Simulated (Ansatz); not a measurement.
Reaction (redistribution): `N[SiH2]C[SiH3]` + `NBC[SiH2]Cl` → `N[SiH2]C[SiH2]N` + `BC[SiH2]Cl`

Gas-phase electronic energies from Ansatz, PBE0-D4/def2-TZVP geometries. CCSD(T)/CBS adds triple-zeta CCSD(T) − MP2 to the extrapolated MP2 energy (def2 sets, frozen cores). DFT in def2-TZVPP. B3LYP here is the variant with VWN-RPA as its local correlation; programs differ in this. Each species was taken in one conformer, which may not be the lowest.

| level | ΔE (kcal/mol) | difference from CCSD(T)/CBS |
| --- | --- | --- |
| PBE-D4 | 23.0 | 2.2 |
| r2SCAN-D4 | 21.7 | 0.9 |
| PBE0-D4 | 22.2 | 1.4 |
| B3LYP-D4 | 21.6 | 0.8 |
| ωB97X-V | 21.1 | 0.3 |
| ωB97M-V | 21.1 | 0.3 |
| B2PLYP | 21.8 | 1.0 |
| PBE | 23.7 | 2.9 |
| r2SCAN | 21.8 | 1.0 |
| PBE0 | 22.8 | 2.0 |
| B3LYP | 22.7 | 1.9 |
| HF/def2-TZVPP | 20.2 | -0.6 |
| MP2/def2-TZVPP | 20.8 | 0.0 |
| SCS-MP2/def2-TZVPP | 20.7 | -0.1 |
| CCSD/def2-TZVPP | 21.1 | 0.3 |
| CCSD(T)/def2-TZVPP | 21.3 | 0.5 |
| HF/def2-QZVPP | 20.1 | -0.7 |
| MP2/def2-QZVPP | 20.4 | -0.4 |
| SCS-MP2/def2-QZVPP | 20.3 | -0.5 |
| HF/CBS(def2) | 20.0 | -0.8 |
| MP2/CBS(def2) | 20.2 | -0.6 |
| CCSD/CBS(def2) | 20.6 | -0.2 |
| CCSD(T)/CBS | 20.8 | 0 |

Largest T1 diagnostic among the species: 0.011.

The D4 term adds −1.1 kcal/mol with B3LYP and −0.5 kcal/mol with PBE0; it sums over pairs of atoms, weighted by their polarisabilities, and B3LYP, whose exchange is more repulsive, gets the larger term. From PBE to PBE0 (25 % exact exchange), in def2-TZVPP and without D4, ΔE moves by −0.9 kcal/mol.

CCSD(T)/CBS has its own doubt, a few kJ/mol and more with outer-core shells, so smaller differences from it don't rank the levels.
